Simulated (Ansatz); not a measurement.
Task: Name a neutral molecule of Al, C, N and H with size of the dipole moment (B3LYP/def2-TZVPP) between 0.25 and 0.55 D and HOMO energy (ωB97M-V/def2-TZVPP) between -10.45 and -10.15 eV (Ansatz, PBE0-D4/def2-TZVP geometry).

Result: `[CH3][AlH][NH][AlH2]` (0.32 D, -10.17 eV). Other molecules can fit too; these were computed, each in one conformer that needn't be the lowest.

B3LYP here is the variant with VWN-RPA as its local correlation; programs differ in this.
